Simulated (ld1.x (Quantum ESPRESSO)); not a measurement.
# Bi (Z = 83): one change to a TM semilocal potential, before and after

* Element: Bi
* Generator: ld1.x (Quantum ESPRESSO) 7.5
* Type: norm-conserving Troullier–Martins (semilocal form)
* Functional: PBE
* Relativity: scalar-relativistic
* Frozen core: [Xe] 4f14 5d10
* Valence charge: 5
* Reference configuration: 6s2 6p3
* Partial waves: 6s (bound): rc 1.80 bohr; 6d channel at 0.05 Ry: rc 1.75 bohr; 6p (bound): rc 2.05 bohr
* Local potential: the p channel
* Core correction: a·sin(br)/r model core, default radius (core density twice the valence density)

All-electron outer shells of the reference configuration (PBE, scalar-relativistic, ld1.x):

| shell | level (eV) | outermost node (bohr) | outermost maximum (bohr) |
| --- | --- | --- | --- |
| 5p | -95.86 | 0.48 | 0.86 |
| 5d | -27.08 | 0.51 | 1.03 |
| 6s | -14.48 | 0.98 | 1.88 |
| 6p | -4.57 | 1.14 | 2.44 |

Change: all radii but the core radius scaled by about 1.37 (s 2.46, p 2.80, d 2.40 bohr).

Cutoffs: the cutoffs (Ry, on a coarse ladder) from which the occupation-weighted sum of valence levels, in a spherical-Bessel basis at the reference potential, stays within 10 and 1 mRy of its value at 400 Ry; they do not see the model core or the augmentation charge, which bear on the density cutoff. Errors are all-electron minus pseudo energies relative to the spin-unpolarised reference configuration.

Q: How do hardness, ghosts and transferability respond?

A: The potential gets softer (30 Ry and 50 Ry → 18 Ry and 30 Ry); of the 7 tests that both files solve, the error grows in 1 and shrinks in 0 by more than 15 % and 0.3 meV (median size 61.1 → 70.1 meV); neither file shows a bound ghost. A larger radius leaves more room for a smooth pseudo-wave, so fewer plane waves are needed. A semilocal file is local in each channel, so a ghost entry of none says nothing of the separable form that plane-wave codes build from it.

| quantity | base | changed |
| --- | --- | --- |
| cutoff, loose | 30 Ry | 18 Ry |
| cutoff, tight | 50 Ry | 30 Ry |
| loose cutoff by channel (10 mRy a level) | s 21 Ry, p 8 Ry | s 10 Ry, p 6 Ry |
| bound ghosts | none | none |
| error for 6s2 6p2, meV [ΔE 7.91 eV] | -12 | -11 |
| error for 6s2 6p1, meV [ΔE 23.16 eV] | -75 | -72 |
| error for 6s2 6p0, meV [ΔE 46.50 eV] | -265 | -258 |
| error for 6s1 6p4, meV [ΔE 10.08 eV] | -30 | -41 |
| error for 6s1 6p0, meV [ΔE 91.91 eV] | -877 | -899 |
| error for 6s1 6p3, meV [ΔE 18.73 eV] | -61 | -70 |
| error for 6s2 6p3.3, meV [ΔE -1.09 eV] | +0.3 | +0.4 |
